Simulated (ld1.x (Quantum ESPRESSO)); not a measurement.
Building the PAW potential for Mg (Z = 12) (LDA (PZ), scalar-relativistic).

```
Element                 : Mg
Generator               : ld1.x (Quantum ESPRESSO) 7.5
Type                    : PAW
Functional              : LDA (PZ)
Relativity              : scalar-relativistic
Frozen core             : [He]
Valence charge          : 10
Reference configuration : 2s2 2p6 3s1.75 3p0.25
Partial waves           : 2s (bound): rcut 0.95, rcutus 1.10 bohr; 3s (bound): rcut 0.95, rcutus 1.10 bohr; 2p (bound): rcut 1.05, rcutus 1.15 bohr; 3p (bound): rcut 1.05, rcutus 1.15 bohr
Local potential         : all-electron potential smoothed inside 0.90 bohr (lloc = -1)
Core correction         : Bessel-smoothed model core inside 1.10 bohr
Augmentation charge     : BESSEL, radius 0.70 bohr
```

All-electron outer shells of the reference configuration (LDA (PZ), scalar-relativistic, ld1.x):

```csv
shell,level (eV),outermost node (bohr),outermost maximum (bohr)
1s,-1253.98,–,0.09
2s,-79.83,0.18,0.55
2p,-47.25,–,0.48
3s,-5.06,0.90,2.50
3p,-1.59,0.95,3.46
```

Task: Estimate the cutoffs (Ry, on a coarse ladder) from which the occupation-weighted sum of valence levels, in a spherical-Bessel basis at the reference potential, stays within 10 and 1 mRy of its value at 400 Ry.

Result: 70 Ry and 110 Ry.

Task: Does the potential have ghost states?

Result: No extra level below or beside the all-electron valence levels (s, p, d, f tested).

Task: Is the overlap operator S = 1 + Σ q|β⟩⟨β| positive definite (Bessel basis up to 400 Ry)?

Result: Yes: its lowest eigenvalue is 0.05 (s channel).

Task: Tests: 2s2 2p6 3s2 3p0; 2s2 2p6 3s1 3p0; 2s2 2p6 3s0 3p0; 2s2 2p6 3s1.5 3p0; 2s2 2p6 3s0 3p2; 2s2 2p6 3s0 3p1; 2s2 2p6 3s1 3p1. Which has the largest error in its energy relative to the reference configuration, and how large is it?

Result: 2s2 2p6 3s0 3p0, with -0.2 meV (all-electron minus pseudo) on +22.26 eV.
